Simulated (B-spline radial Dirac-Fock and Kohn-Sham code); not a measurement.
# Relativistic shifts of the levels of Ta¹³⁺

System: the Ta¹³⁺ ion, 1s2 2s2 2p6 3s2 3p6 3d10 4s2 4p6 4d10 4f12 5s2.

Both columns are ΔSCF binding energies of the configuration average from a radial finite-basis atomic code: non-relativistic Hartree-Fock with a point nucleus, and Dirac-Fock with a finite nucleus and the Coulomb interaction alone, averaged over the two j levels with weights 2j+1.

| shell | Hartree-Fock (eV) | Dirac-Fock (eV) | shift (eV) | shift (%) |
| --- | --- | --- | --- | --- |
| 1s | 62694.3 | 68027.3 | +5333.02 | +8.51 |
| 2s | 10597.6 | 12009.5 | +1411.91 | +13.32 |
| 2p | 10141.7 | 10610.7 | +469.02 | +4.62 |
| 3s | 2652.6 | 3000.9 | +348.31 | +13.13 |
| 3p | 2441.8 | 2572.6 | +130.82 | +5.36 |
| 3d | 2053.8 | 2038.9 | -14.93 | -0.73 |
| 4s | 756.7 | 844.2 | +87.48 | +11.56 |
| 4p | 667.0 | 699.0 | +32.02 | +4.80 |
| 4d | 505.7 | 503.3 | -2.43 | -0.48 |
| 4f | 295.9 | 288.1 | -7.74 | -2.62 |
| 5s | 280.6 | 300.9 | +20.33 | +7.24 |

Relativity binds 1s, 2s, 2p, 3s, 3p, 4s, 4p, 5s more strongly, among those listed most of all 2s in relative terms, and 3d, 4d, 4f more weakly, because the contracted s and p shells screen the nucleus better.

Values without a named source are computed, but for edge energies of neutral atoms, which are taken from tables.
